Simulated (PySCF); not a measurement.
SMILES Cl[Si](Cl)C[Si](Cl)(Cl)Cl, doublet, B3LYP/def2-SVP optimised geometry.

```
10

Cl     2.74    -0.27     0.00
Si     0.66    -0.27     0.00
Cl    -0.03     1.70     0.00
C      0.09    -1.12     1.60
Si    -1.74    -1.27     1.94
Cl    -2.50     0.46     2.74
Cl    -2.08    -2.82     3.26
Cl    -2.74    -1.70     0.18
H      0.51    -2.15     1.58
H      0.57    -0.60     2.45
```

Density from unrestricted B3LYP/def2-TZVP (PySCF) at that geometry.

Minimum of the electron density along straight lines between bonded atoms, close to the bond critical point (lines longer than 1.1 times the sum of covalent radii, or with two minima, are not listed):

| bond | length / Å | ρ at the minimum / e bohr⁻³ | ∇²ρ there / e bohr⁻⁵ | position (fraction from the first atom) |
|---|---|---|---|---|
| Cl1–Si2 | 2.087 | 0.096 | 0.16 | 0.64 |
| Si2–Cl3 | 2.083 | 0.096 | 0.17 | 0.37 |
| Si2–C4 | 1.900 | 0.117 | 0.11 | 0.39 |
| C4–Si5 | 1.866 | 0.127 | 0.14 | 0.61 |
| Si5–Cl6 | 2.059 | 0.102 | 0.19 | 0.36 |
| Si5–Cl7 | 2.066 | 0.101 | 0.18 | 0.36 |
| Si5–Cl8 | 2.068 | 0.100 | 0.18 | 0.36 |
| C4–H9 | 1.104 | 0.265 | -0.86 | 0.64 |
| C4–H10 | 1.105 | 0.264 | -0.85 | 0.64 |
